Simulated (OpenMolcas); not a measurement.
A run on Cr3+ among 4 point charges of -3 e arranged as a square (D4h), 1.66 Å from the ion.

```
Program             : OpenMolcas 26.06
Method              : SS-CASPT2, IPEA 0.25 Eh, imaginary shift 0.1 Eh (closed shells correlated: 3s 3p)
Basis               : ANO-RCC-VDZP [5s4p2d1f]
Scalar Hamiltonian  : DKH2, point nucleus
Active space        : 3 electrons in 5 orbitals (3d)
State averaging     : 2S+1 = 4 even, 10 roots; 2S+1 = 2 even, 40 roots
Spin-orbit coupling : RASSI with atomic mean-field integrals over the reference wave functions
```

First CASPT2 step and the start of its output:

```
&CASPT2
Multistate=10 1 2 3 4 5 6 7 8 9 10
NoMult
Frozen=2 3
IPEA=0.25
Imaginary=0.1
MaxIter=60
WThr=0.0 0.3 0.05
PrWF=0.5
NoMix
```

```
--- CASPT2 ---
Orbital specifications:
      -----------------------

      Symmetry species                           1   2
                                                ag  au
      Frozen orbitals                            2   3
      Inactive orbitals                          1   3
      Active orbitals                            5   0
      Secondary orbitals                         7  13
      Deleted orbitals                           0   0
      Number of basis functions                 15  19
Type of calculation                        SS-CASPT2
      Fock operator                              state-specific
      IPEA shift                                 0.25
      Real shift                                 0.00
      Imaginary shift                            0.10
      The input orbitals will be transformed to quasi-canonical
Reference energy:       -1059.5329658758
      E2 (Non-variational):      -0.2827040763
      Shift correction:          -0.0001775692
      E2 (Variational):          -0.2828816455
      Total energy:           -1059.8158475213
      Residual norm:              0.0000009392
      Reference weight:           0.94597
      Contributions to the CASPT2 correlation energy
      Active & Virtual Only:         -0.0293605900
      One Inactive Excited:          -0.1080568494
      Two Inactive Excited:          -0.1452866368
Reference energy:       -1059.4730536642
      E2 (Non-variational):      -0.2735687483
      Shift correction:          -0.0001842743
      E2 (Variational):          -0.2737530226
      Total energy:           -1059.7468066868
      Residual norm:              0.0000000948
      Reference weight:           0.94793
      Contributions to the CASPT2 correlation energy
      Active & Virtual Only:         -0.0248847305
...
```

Over all roots the printed reference weights run from 0.65 to 0.96, and roots that are degenerate in the reference spread by up to 0.4 cm-1.

Problem. Did the run give usable levels, and if not, why?

Solution. No. The equations converged, but the reference weight falls to 0.65 for at least one root against 0.96 for the best. A drop of that size marks an intruder state, so the energies of such roots and the levels built on them can't be trusted.
